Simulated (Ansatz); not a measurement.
```xyz
18

C     1.4100    0.0000    0.0000
C     0.7050    1.2211    0.0000
C    -0.7050    1.2211    0.0000
C    -1.4100    0.0000    0.0000
C    -0.7050   -1.2211    0.0000
C     0.7050   -1.2211    0.0000
C     2.8200    0.0000    0.0000
H     3.3700    0.9300    0.0000
H     3.3700   -0.9300    0.0000
H     1.2475    2.1607    0.0000
C    -1.4100    2.4422    0.0000
H    -2.4904    2.4535    0.0000
H    -0.8796    3.3835    0.0000
H    -2.4950    0.0000    0.0000
C    -1.4100   -2.4422    0.0000
H    -0.8796   -3.3835    0.0000
H    -2.4904   -2.4535    0.0000
H     1.2475   -2.1607    0.0000
```

Basis set: def2-TZVP. Charge 0. Computed with Ansatz (development build ahead of 0.2.0); the lowest solution found for each multiplicity.

Problem. How do the multiplicities compare at this shape? Give, from the lowest of each method, PBE0 (unrestricted) for 2, 4; PBE0 (restricted) for 2, 4.

Solution.

```csv
method,multiplicity,E (eV),<S²>
"PBE0, unrestricted",2,0.525,1.79
"PBE0, unrestricted",4,0.000,3.86
"PBE0, restricted",2,1.540,0.75
"PBE0, restricted",4,0.000,3.75
```

Caution: other spin multiplicities may lie lower. Caution for PBE0, unrestricted: the unrestricted determinant is a mixture of spin states. Caution for PBE0, restricted: an unrestricted determinant lies well below.
